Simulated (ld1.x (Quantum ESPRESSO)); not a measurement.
# lead: one change to a TM potential, before and after

Pb, norm-conserving Troullier–Martins (Kleinman–Bylander form), made with ld1.x (Quantum ESPRESSO) 7.5 (PBEsol, scalar-relativistic). Core [Xe] 4f14, reference 5d10 6s2 6p2. Waves: 6s (bound): rc 1.80 bohr; 5d (bound): rc 1.65 bohr; 6p (bound): rc 2.85 bohr. Local part: the p channel. Core correction: none.

All-electron outer shells of the reference configuration (PBEsol, scalar-relativistic, ld1.x):

```tsv
shell	level (eV)	outermost node (bohr)	outermost maximum (bohr)
4f	-132.94	–	0.35
5p	-85.81	0.49	0.88
5d	-21.16	0.52	1.07
6s	-12.10	1.01	1.95
6p	-3.52	1.18	2.63
```

Change: wave 6s (bound): rc 1.80 bohr becomes 6s (bound): rc 1.72 bohr.

Cutoffs: the cutoffs (Ry, on a coarse ladder) from which the occupation-weighted sum of valence levels, in a spherical-Bessel basis at the reference potential, stays within 10 and 1 mRy of its value at 400 Ry; they do not see the model core or the augmentation charge, which bear on the density cutoff. Errors are all-electron minus pseudo energies relative to the spin-unpolarised reference configuration.

Problem. How do hardness, ghosts and transferability respond?

Solution. The potential gets neither clearly harder nor softer (55 Ry and 90 Ry → 55 Ry and 90 Ry); the d channel sets the loose cutoff, while the largest relative change is in s, which becomes harder; of the 7 tests that both files solve, the error grows in 0 and shrinks in 1 by more than 15 % and 0.3 meV (median size 14.8 → 14.9 meV); neither file shows a bound ghost.

| quantity | base | changed |
| --- | --- | --- |
| cutoff, loose | 55 Ry | 55 Ry |
| cutoff, tight | 90 Ry | 90 Ry |
| loose cutoff by channel (10 mRy a level) | s 18 Ry, d 45 Ry, p 6 Ry | s 21 Ry, d 45 Ry, p 6 Ry |
| bound ghosts | none | none |
| error for 5d10 6s2 6p1, meV [ΔE 6.60 eV] | -2.9 | -3.0 |
| error for 5d10 6s2 6p0, meV [ΔE 20.04 eV] | -15 | -15 |
| error for 5d10 6s1 6p0, meV [ΔE 52.52 eV] | -34 | -32 |
| error for 5d10 6s1 6p2, meV [ΔE 16.18 eV] | -0.5 | 0.0 |
| error for 5d9 6s2 6p3, meV [ΔE 19.29 eV] | -174 | -168 |
| error for 5d10 6s0 6p0, meV [ΔE 95.24 eV] | -80 | -75 |
| error for 5d10 6s2 6p2.3, meV [ΔE -0.80 eV] | +0.4 | +0.4 |
| s: phases at 3.12 bohr within 0.05 rad from the reference energy up to (Ry; the scan ends near 5) | 1.0 | 1.0 |
| p: phases at 3.12 bohr within 0.05 rad from the reference energy up to (Ry; the scan ends near 5) | 2.1 | 2.1 |
| d: phases at 3.12 bohr within 0.05 rad from the reference energy up to (Ry; the scan ends near 5) | 0.2 | 0.2 |
